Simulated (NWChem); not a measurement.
System: InI3; SMILES [I][In]([I])[I]

NWChem printed, in part:

```
             Northwest Computational Chemistry Package (NWChem) 7.3.0
             --------------------------------------------------------

                             Geometry "geometry" -> ""
                             -------------------------

 Output coordinates in angstroms (scale by  1.889725989 to convert to a.u.)

  No.       Tag          Charge          X              Y              Z
 ---- ---------------- ---------- -------------- -------------- --------------
    1 In                  49.0000     0.00000000     0.00000000     0.00000000
    2 I                   53.0000     0.68805100    -2.56784000     0.00000000
    3 I                   53.0000    -2.56784000     0.68805100     0.00000000
    4 I                   53.0000     1.87979000     1.87979000     0.00000000

 Effective nuclear repulsion energy (a.u.)    2519.3281376161

                                 NWChem DFT Module
                                 -----------------

 Summary of "ao basis" -> "ao basis" (spherical)
 ------------------------------------------------------------------------------
       Tag                 Description            Shells   Functions and Types
 ---------------- ------------------------------  ------  ---------------------
 In                        def2-svpd                12       32   5s4p3d
 I                         def2-svpd                13       35   5s5p3d

            General Information
            -------------------
          SCF calculation type: DFT
          Wavefunction type:  closed shell.
          No. of atoms     :     4
          No. of electrons :    96
           Alpha electrons :    48
            Beta electrons :    48
          Charge           :     0
          Spin multiplicity:     1
          Use of symmetry is: off; symmetry adaption is: off
          Maximum number of iterations: 150
          AO basis - number of functions:   137
                     number of shells:    51
          Convergence on energy requested:  1.00D-06
          Convergence on density requested:  1.00D-05
          Convergence on gradient requested:  5.00D-04

              XC Information
              --------------
                     Hartree-Fock (Exact) Exchange  1.000
                   CAM-Becke88 Exchange Functional  1.000
                      VWN V Correlation Functional  0.190 local
              Lee-Yang-Parr Correlation Functional  0.810

           Range-Separation Parameters
           ---------------------------
           Alpha           :  0.19
           Beta            :  0.46
           Gamma           :  0.33
           Short-Range HF  :     F

             Grid Information
             ----------------
          Grid used for XC integration:  medium
          Radial quadrature: Mura-Knowles
          Angular quadrature: Lebedev.
          Tag              B.-S. Rad. Rad. Pts. Rad. Cut. Ang. Pts.
          ---              ---------- --------- --------- ---------
          In                  1.55      123          14.0       590
          I                   1.40      123          16.0       590
          Grid pruning is: on
          Number of quadrature shells:   492
          Spatial weights used:  Erf1

      Superposition of Atomic Density Guess
      -------------------------------------

 Sum of atomic energies:       -1259.42867628

      Non-variational initial energy
      ------------------------------

 Total energy =   -1079.627854
 1-e energy   =   -2943.988367
 2-e energy   =    1335.360862
 HOMO         =      -0.347262
 LUMO         =      -0.082748

   convergence    iter        energy       DeltaE   RMS-Dens  Diis-err
 ---------------- ----- ----------------- --------- --------- ---------
 d= 0,ls=0.0,diis     1  -1083.3123550251 -1.61D+03  1.17D-02  3.78D-01
 d= 0,ls=0.0,diis     2  -1083.3226383633 -1.03D-02  5.07D-03  3.41D-01
 d= 0,ls=0.0,diis     3  -1083.3824816197 -5.98D-02  7.28D-04  7.03D-03
 d= 0,ls=0.0,diis     4  -1083.3835402414 -1.06D-03  1.35D-04  1.04D-04
 d= 0,ls=0.0,diis     5  -1083.3835605915 -2.04D-05  3.28D-05  1.35D-05
  Resetting Diis
 d= 0,ls=0.0,diis     6  -1083.3835633601 -2.77D-06  1.00D-05  2.83D-07
 d= 0,ls=0.0,diis     7  -1083.3835635161 -1.56D-07  2.15D-06  1.80D-08

         Total DFT energy =    -1083.383563516079
      One electron energy =    -2944.350508908218
           Coulomb energy =     1415.436308968827
    Exchange-Corr. energy =      -83.469014046880
 Nuclear repulsion energy =      528.999650470192

 Numeric. integr. density =       96.000000168891

                       DFT Final Molecular Orbital Analysis
                       ------------------------------------

 Vector   46  Occ=2.000000D+00  E=-3.403929D-01
              MO Center= -6.2D-01, -6.1D-01, -6.1D-08, r^2= 8.1D+00
   Bfn.  Coefficient  Atom+Function         Bfn.  Coefficient  Atom+Function
  ----- ------------  ---------------      ----- ------------  ---------------
    80      0.357387  3 I  py                44      0.353778  2 I  px
    83      0.298122  3 I  py                47      0.295227  2 I  px
    45      0.209389  2 I  py                79      0.207740  3 I  px
    48      0.159464  2 I  py                82      0.158406  3 I  px
   115      0.156916  4 I  py               114      0.152589  4 I  px

 Vector   47  Occ=2.000000D+00  E=-3.403928D-01
              MO Center=  6.2D-01,  6.1D-01,  4.1D-08, r^2= 8.1D+00
   Bfn.  Coefficient  Atom+Function         Bfn.  Coefficient  Atom+Function
  ----- ------------  ---------------      ----- ------------  ---------------
   114      0.325547  4 I  px               115     -0.323484  4 I  py
    44      0.273071  2 I  px                80     -0.268330  3 I  py
   117      0.268292  4 I  px               118     -0.266845  4 I  py
    47      0.219127  2 I  px                83     -0.215171  3 I  py
   111     -0.130590  4 I  px               112      0.129760  4 I  py

 Vector   48  Occ=2.000000D+00  E=-3.326540D-01
              MO Center= -7.1D-06, -7.9D-06,  4.2D-09, r^2= 9.0D+00
   Bfn.  Coefficient  Atom+Function         Bfn.  Coefficient  Atom+Function
  ----- ------------  ---------------      ----- ------------  ---------------
    44      0.353736  2 I  px                80     -0.353736  3 I  py
    47      0.302230  2 I  px                83     -0.302230  3 I  py
   114     -0.258951  4 I  px               115      0.258951  4 I  py
   117     -0.221247  4 I  px               118      0.221247  4 I  py
    41     -0.142270  2 I  px                77      0.142270  3 I  py

 Vector   49  Occ=0.000000D+00  E=-8.822262D-02
              MO Center= -6.7D-07, -6.1D-07,  2.0D-08, r^2= 8.6D+00
   Bfn.  Coefficient  Atom+Function         Bfn.  Coefficient  Atom+Function
  ----- ------------  ---------------      ----- ------------  ---------------
     3      0.659734  1 In s                  4      0.554058  1 In s
     1     -0.358627  1 In s                 48     -0.319357  2 I  py
    82     -0.319356  3 I  px                45     -0.282049  2 I  py
    79     -0.282049  3 I  px               117      0.233784  4 I  px
   118      0.233785  4 I  py                 5      0.226114  1 In s

 Vector   50  Occ=0.000000D+00  E=-4.861650D-02
              MO Center= -3.9D-06, -3.9D-06, -3.6D-08, r^2= 5.5D+00
   Bfn.  Coefficient  Atom+Function         Bfn.  Coefficient  Atom+Function
  ----- ------------  ---------------      ----- ------------  ---------------
    14      0.573270  1 In pz                17      0.531925  1 In pz
    49     -0.199266  2 I  pz                84     -0.199266  3 I  pz
   119     -0.199262  4 I  pz                46     -0.155857  2 I  pz
    81     -0.155857  3 I  pz               116     -0.155857  4 I  pz
    11     -0.153780  1 In pz                 8     -0.142242  1 In pz

[...]

                                NWChem TDDFT Module
                                -------------------

            General Information
            -------------------
           No. of orbitals :     274
            Alpha orbitals :     137
             Beta orbitals :     137
        Alpha frozen cores :       0
         Beta frozen cores :       0
     Alpha frozen virtuals :       0
      Beta frozen virtuals :       0
         Spin multiplicity :       1
    Number of AO functions :     137
        Use of symmetry is : off
      Symmetry adaption is : off
         Schwarz screening :  0.10D-07

              XC Information
              --------------
              Hartree-Fock (Exact) Exchange   1.00
            CAM-Becke88 Exchange Functional   1.00
               VWN V Correlation Functional   0.19 local
       Lee-Yang-Parr Correlation Functional   0.81
           Alpha           :  0.19
           Beta            :  0.46
           Gamma           :  0.33

             TDDFT Information
             -----------------
          Calculation type : Tamm-Dancoff TDDFT
         Wavefunction type : Restricted singlets
          No. of electrons :      96
           Alpha electrons :      48
            Beta electrons :      48
              No. of roots :       6
          Max subspacesize :    5200
            Max iterations :     100
               Target root :       1
           Target symmetry : none
      Symmetry restriction : off
                 Algorithm : Optimal
        Davidson threshold :  0.10D-03

    6 smallest eigenvalue differences (eV)
--------------------------------------------------------
  No. Spin  Occ  Vir  Irrep   E(Occ)    E(Vir)   E(Diff)
--------------------------------------------------------
    1    1   48   49 a        -0.333    -0.088     6.651
    2    1   47   49 a        -0.340    -0.088     6.862
    3    1   46   49 a        -0.340    -0.088     6.862
    4    1   45   49 a        -0.341    -0.088     6.868
    5    1   44   49 a        -0.341    -0.088     6.868
    6    1   43   49 a        -0.361    -0.088     7.416
--------------------------------------------------------

  Entering Davidson iterations
  Restricted singlet excited states

  Iter   NTrls   NConv    DeltaV     DeltaE      Time
  ----  ------  ------  ---------  ---------  ---------
    1      6       0     0.62E-01   0.10+100       55.8
    2     12       0     0.30E-01   0.10E-01       49.8
    3     18       0     0.11E-01   0.17E-02       48.2
    4     24       0     0.36E-02   0.12E-03       68.4
    5     30       1     0.79E-03   0.11E-04       49.0
    6     35       2     0.31E-03   0.96E-06       50.8
    7     39       6     0.94E-04   0.74E-07       44.5
  ----  ------  ------  ---------  ---------  ---------
  Convergence criterion met

  Ground state a       -1083.383563516079 a.u.

  ----------------------------------------------------------------------------
  Root   1 singlet a              0.137641525 a.u.                3.7454 eV
  ----------------------------------------------------------------------------
     Transition Moments    X  0.00001   Y -0.00001   Z -0.00000
     Dipole Oscillator Strength                    0.0000000000
     Electric Quadrupole                           0.0000000000
     Magnetic Dipole                               0.0000000052
     Total Oscillator Strength                     0.0000000053

     Occ.   46  a   ---  Virt.   53  a        0.07283
     Occ.   47  a   ---  Virt.   52  a       -0.07283
     Occ.   48  a   ---  Virt.   49  a       -0.98642
  ----------------------------------------------------------------------------
  Root   2 singlet a              0.144256202 a.u.                3.9254 eV
  ----------------------------------------------------------------------------
     Transition Moments    X -0.00000   Y  0.00000   Z -0.00000
     Dipole Oscillator Strength                    0.0000000000
     Electric Quadrupole                           0.0000000445
     Magnetic Dipole                               0.0000000401
     Total Oscillator Strength                     0.0000000846

     Occ.   43  a   ---  Virt.   53  a       -0.07044
     Occ.   44  a   ---  Virt.   49  a        0.98416
     Occ.   44  a   ---  Virt.   52  a        0.05805
     Occ.   45  a   ---  Virt.   49  a       -0.05867
     Occ.   45  a   ---  Virt.   53  a        0.05804
  ----------------------------------------------------------------------------
  Root   3 singlet a              0.144256275 a.u.                3.9254 eV
  ----------------------------------------------------------------------------
     Transition Moments    X -0.00000   Y  0.00000   Z -0.00000
     Dipole Oscillator Strength                    0.0000000000
     Electric Quadrupole                           0.0000000445
     Magnetic Dipole                               0.0000000400
     Total Oscillator Strength                     0.0000000846

     Occ.   43  a   ---  Virt.   52  a       -0.07045
     Occ.   44  a   ---  Virt.   49  a        0.05867
     Occ.   44  a   ---  Virt.   53  a        0.05804
     Occ.   45  a   ---  Virt.   49  a        0.98416
     Occ.   45  a   ---  Virt.   52  a       -0.05804
  ----------------------------------------------------------------------------
  Root   4 singlet a              0.148739018 a.u.                4.0474 eV
  ----------------------------------------------------------------------------
     Transition Moments    X -0.52104   Y  0.52252   Z -0.00000
     Dipole Oscillator Strength                    0.0539935715
     Electric Quadrupole                           0.0000000137
     Magnetic Dipole                               0.0000000000
     Total Oscillator Strength                     0.0539935852

     Occ.   42  a   ---  Virt.   49  a        0.18140
     Occ.   44  a   ---  Virt.   50  a        0.13038
     Occ.   46  a   ---  Virt.   53  a       -0.06030
     Occ.   47  a   ---  Virt.   49  a        0.95862
     Occ.   47  a   ---  Virt.   52  a       -0.06030
     Occ.   48  a   ---  Virt.   52  a        0.06524
  ----------------------------------------------------------------------------
  Root   5 singlet a              0.148739155 a.u.                4.0474 eV
  ----------------------------------------------------------------------------
     Transition Moments    X  0.52253   Y  0.52104   Z  0.00000
     Dipole Oscillator Strength                    0.0539942751
     Electric Quadrupole                           0.0000000137
     Magnetic Dipole                               0.0000000000
     Total Oscillator Strength                     0.0539942887

     Occ.   41  a   ---  Virt.   49  a        0.18140
     Occ.   45  a   ---  Virt.   50  a       -0.13038
     Occ.   46  a   ---  Virt.   49  a       -0.95862
     Occ.   46  a   ---  Virt.   52  a       -0.06030
     Occ.   47  a   ---  Virt.   53  a        0.06030
     Occ.   48  a   ---  Virt.   53  a        0.06524
  ----------------------------------------------------------------------------
  Root   6 singlet a              0.163920397 a.u.                4.4605 eV
  ----------------------------------------------------------------------------
     Transition Moments    X -0.00000   Y  0.00000   Z  0.41719
     Dipole Oscillator Strength                    0.0190195567
     Electric Quadrupole                           0.0000000000
     Magnetic Dipole                               0.0000000000
     Total Oscillator Strength                     0.0190195567

     Occ.   43  a   ---  Virt.   49  a       -0.98191
     Occ.   43  a   ---  Virt.   51  a        0.05092
     Occ.   44  a   ---  Virt.   53  a        0.08660
     Occ.   45  a   ---  Virt.   52  a        0.08660

              Target root =      1
          Target symmetry = none
      Ground state energy =  -1083.383563516079
        Excitation energy =      0.137641524720
     Excited state energy =  -1083.245921991359

  stored tddft:energy   -1083.2459219913592
```

Level: CAM-B3LYP/def2-SVPD with def2 effective core potentials on In, I, TDA. Geometry: optimised at PBE0/def2-SVP. Not confirmed as a minimum by frequencies. def2 effective core potentials on In, I; no spin-orbit coupling.

**Question.** Which NWChem input produces such a log?

**Answer.** Several could match; the one computed here: the input that was run:
```
start job
memory heap 200 mb stack 900 mb global 1100 mb
geometry units angstroms noautosym nocenter noautoz
  In     0.000000     0.000000     0.000000
  I      0.688051    -2.567840     0.000000
  I     -2.567840     0.688051     0.000000
  I      1.879790     1.879790     0.000000
end
basis spherical
  * library def2-svpd
end
ecp
  In library def2-ecp
  I library def2-ecp
end
dft
  xc xcamb88 1.00 lyp 0.81 vwn_5 0.19 hfexch 1.00
  cam 0.33 cam_alpha 0.19 cam_beta 0.46
  iterations 150
end
tddft
  cis
  nroots 6
  notriplet
end
task tddft energy
```
